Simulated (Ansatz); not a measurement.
Species: CH$_{2}$NO, net charge 1, singlet state. It need not be the lowest isomer of its formula. 
Structure (B3LYP-D3(BJ)/def2-TZVP (Ansatz, a quantum-chemistry and plane-wave program) minimum search):
```xyz
5

N     -1.1542     0.0831     0.3407
C     -0.0624    -0.0061     0.0233
O      1.1133     0.0104    -0.3706
H     -2.1197     0.1507     0.6266
H      1.6677    -0.7786    -0.1866
```
Charge +1, spin multiplicity 1.

Parts of the frozen-core correlation energy in STO-3G (Ansatz, hartree). Frozen orbitals: 3; correlated occupied orbitals by spin: 8 and 8; virtual: 6 and 6. No spin-orbit coupling. No relativistic terms.

```csv
term,value
reference (HF),-165.84711
MP2 opposite-spin,?
MP2 same-spin,?
CCSD correlation,-0.20039
(T),?
FCI minus CCSD(T),-0.00108
T1 diagnostic,0.015
largest doubles amplitude,0.096
```

**Question.** Complete the blanks.

**Answer.** 
- MP2 opposite-spin, value: -0.14203
- MP2 same-spin, value: -0.04236
- (T), value: -0.00818
